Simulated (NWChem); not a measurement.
System: SiHCl2, doublet; SMILES Cl[SiH]Cl

Input file for NWChem:

```
start job
memory heap 200 mb stack 900 mb global 1100 mb
geometry units angstroms noautoz
  Cl    -0.380587    -0.009598     1.693524
  Si     0.792621     0.116308     0.000000
  Cl    -0.380587    -0.009598    -1.693524
  H      1.733225    -1.047424     0.000000
end
basis spherical
  * library aug-cc-pvtz
end
dft
  odft
  mult 2
  xc hfexch
  iterations 150
  semidirect filesize 400000000
  mulliken
end
task dft gradient
```

Output (shortened):

```
             Northwest Computational Chemistry Package (NWChem) 7.3.0
             --------------------------------------------------------

 CS  symmetry detected

                             Geometry "geometry" -> ""
                             -------------------------

 Output coordinates in angstroms (scale by  1.889725989 to convert to a.u.)

  No.       Tag          Charge          X              Y              Z
 ---- ---------------- ---------- -------------- -------------- --------------
    1 Cl                  17.0000    -0.37862835    -0.00124606    -1.69352400
    2 Si                  14.0000     0.79833345     0.08260059     0.00000000
    3 Cl                  17.0000    -0.37862835    -0.00124606     1.69352400
    4 H                    1.0000     1.69669548    -1.11404210     0.00000000

 Effective nuclear repulsion energy (a.u.)     178.3422121223

      Symmetry information
      --------------------

 Group name             Cs
 Group number              2
 Group order               2
 No. of unique centers     3

  xc_inp: hfexch multiplicative factor not found.

                                 NWChem DFT Module
                                 -----------------

 Summary of "ao basis" -> "ao basis" (spherical)
 ------------------------------------------------------------------------------
       Tag                 Description            Shells   Functions and Types
 ---------------- ------------------------------  ------  ---------------------
 Cl                       aug-cc-pvtz               16       50   6s5p3d2f
 Si                       aug-cc-pvtz               16       50   6s5p3d2f
 H                        aug-cc-pvtz                9       23   4s3p2d

      Symmetry analysis of basis
      --------------------------

        a'         99
        a"         74

            General Information
            -------------------
          SCF calculation type: DFT
          Wavefunction type:  spin polarized.
          No. of atoms     :     4
          No. of electrons :    49
           Alpha electrons :    25
            Beta electrons :    24
          Charge           :     0
          Spin multiplicity:     2
          Use of symmetry is: on ; symmetry adaption is: on
          Maximum number of iterations: 150
          AO basis - number of functions:   173
                     number of shells:    57
          Convergence on energy requested:  1.00D-06
          Convergence on density requested:  1.00D-05
          Convergence on gradient requested:  5.00D-04

              XC Information
              --------------
                     Hartree-Fock (Exact) Exchange  1.000

      Superposition of Atomic Density Guess
      -------------------------------------

 Sum of atomic energies:       -1208.31429799

      Non-variational initial energy
      ------------------------------

 Total energy =   -1208.841279
 1-e energy   =   -2026.571570
 2-e energy   =     639.388079
 HOMO         =      -0.146361
 LUMO         =       0.033171

   Symmetry analysis of molecular orbitals - initial alpha
   -------------------------------------------------------

  Numbering of irreducible representations:

     1 a'          2 a"

  Orbital symmetries:

     1 a'          2 a"          3 a'          4 a'          5 a"
     6 a'          7 a"          8 a'          9 a'         10 a"
    11 a"         12 a'         13 a'         14 a"         15 a'
    16 a'         17 a"         18 a'         19 a"         20 a'
    21 a'         22 a"         23 a"         24 a'         25 a'
    26 a'         27 a'         28 a"         29 a'         30 a'
    31 a"         32 a'         33 a"         34 a'         35 a'

   Symmetry analysis of molecular orbitals - initial beta
   ------------------------------------------------------

  Numbering of irreducible representations:

     1 a'          2 a"

  Orbital symmetries:

     1 a'          2 a"          3 a'          4 a'          5 a"
     6 a'          7 a"          8 a'          9 a'         10 a"
    11 a"         12 a'         13 a'         14 a"         15 a'
    16 a'         17 a"         18 a'         19 a"         20 a'
    21 a'         22 a"         23 a"         24 a'         25 a'
    26 a'         27 a'         28 a"         29 a'         30 a'
    31 a"         32 a'         33 a"         34 a'         35 a'

------------------------------------------------------------
EAF file 0: "./job.aoints.0" size=360185856 bytes
------------------------------------------------------------
               write      read    awrite     aread      wait
               -----      ----    ------     -----      ----
     calls:      687         0         0         0         0
   data(b): 3.60e+08  0.00e+00  0.00e+00  0.00e+00
   time(s): 0.00e+00  0.00e+00  0.00e+00  0.00e+00  0.00e+00
rate(mb/s): 0.00e+00  0.00e+00
------------------------------------------------------------

     ---------------------------------------------
      Total Density - Mulliken Population Analysis
     ---------------------------------------------

[...]

                         DFT ENERGY GRADIENTS

    atom               coordinates                        gradient
                 x          y          z           x          y          z
   1 Cl     -0.715504  -0.002355  -3.200296   -0.001295  -0.000405  -0.002437
   2 Si      1.508631   0.156092   0.000000   -0.002137   0.007976   0.000000
   3 Cl     -0.715504  -0.002355   3.200296   -0.001295  -0.000405   0.002437
   4 H       3.206290  -2.105234   0.000000    0.004726  -0.007166   0.000000
```

Level: UHF/aug-cc-pVTZ. In the optimisation the excess spin sits in a' (Cs, its own frame). Coordinates come from a PBE0/def2-SVP, spin-unrestricted optimisation. No stability test was run on the SCF state.
